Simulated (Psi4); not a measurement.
Noncovalent pair: SiH4 (SMILES [SiH4]) (first 5 atoms) with C2H6 (SMILES CC); geometry from B3LYP-D3(BJ)/def2-TZVP, rigid monomers moved along the line of their centres of mass till Si1···C6 is 6.74 Å.
(charge 0, multiplicity 1):
```xyz
13

Si    -0.01942     0.30518     0.28514
H     -1.49070     0.40064     0.41076
H      0.43567    -1.01324     0.77953
H      0.61669     1.37666     1.08328
H      0.36472     0.45690    -1.13689
C     -0.70419    -0.49592     6.93950
C      0.77587    -0.65565     7.27315
H     -1.04554    -1.27953     6.26018
H     -0.90261     0.46572     6.46208
H     -1.32237    -0.54911     7.83779
H      0.97279    -1.61663     7.75234
H      1.11592     0.12816     7.95277
H      1.39363    -0.60311     6.37487
```

Method: SAPT0/jun-cc-pV(D+d)Z run with Psi4.

Task: Which attractive term is largest, and how does the interaction split up?

Result: electrostatics -0.1, exchange 0.0, induction 0.0, dispersion -1.6, total -1.6 meV; the largest attraction is dispersion.
